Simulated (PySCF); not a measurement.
**From computed data to an observable: oscillator strength and radiative lifetime**

Ta(Cl)4(SH) (Cl4HSTa), SMILES [SH][Ta]([Cl])([Cl])([Cl])[Cl], multiplicity 1.

Geometry optimised at PBE0-D3(BJ)/def2-SVP. The spin state was assumed, not searched. The structure was generated by enumeration; whether it is a known compound was not checked. The def2 effective core potentials stand for the cores of Ta; spin–orbit coupling is left out. The values are those of a single conformer.

TDA-PBE/def2-SVPD run with PySCF 2.14.0 puts the first singlet state with f over 0.02 at 4.05 eV (vertical), with the transition dipole (0.000, 0.000, 0.472) in atomic units.

Find the oscillator strength, the wavelength and the radiative lifetime that this transition would have in vacuum if emission retraced absorption.


|μ|² = 0.2228 au, so |μ| = 1.20 D. ΔE = 4.05/27.211 = 0.1488 hartree. f = (2/3) ΔE |μ|² = 0.022 (the program prints 0.022).
λ = 1239.84/4.05 = 306 nm; ν = 32665 cm⁻¹.
Einstein's coefficient A = 0.6670 ν² f s⁻¹ (ν in cm⁻¹) = 1.6e7 s⁻¹, so τ = 1/A = 64 ns. This state is S9; the lower singlets have f = 0.000, 0.004, 0.001, 0.011, 0.003, 0.009, 0.000, 0.000. The figure is the radiative limit of this one transition; relaxation, internal conversion, crossing to triplets and a medium change what is measured.
